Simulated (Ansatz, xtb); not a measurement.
System: BBr, charge 1, multiplicity 2. 
Coordinates optimised at B3LYP-D3(BJ)/def2-TZVP (Ansatz, an electronic-structure program):
```xyz
2

B      0.0000     0.0000    -1.5355
Br     0.0000     0.0000     0.2194
```
Charge +1, spin multiplicity 2.

Harmonic wavenumbers from GFN2-xTB (xtb, at its own minimum), cm⁻¹: 1134.

Question: Give the harmonic wavenumbers at B3LYP-D3(BJ)/def2-TZVP (Ansatz, finite differences of forces, unscaled).

Answer: 940 cm⁻¹. Zero-point energy 1.3 kcal/mol.

Question: From these and the geometry, give the ideal-gas thermochemistry at 298.15 K and 1 atm (rigid rotor, harmonic oscillator).

Answer: Point group C∞v, rotational symmetry number 1. Rotational constants 17.23, 17.23 GHz. S(trans) 39.43, S(rot) 13.69, S(vib) 0.12, S(elec, spin only) 1.38, S 54.6 cal/(mol K). H(298) - H(0) 2.10 kcal/mol; G - E(el) -12.8 kcal/mol.
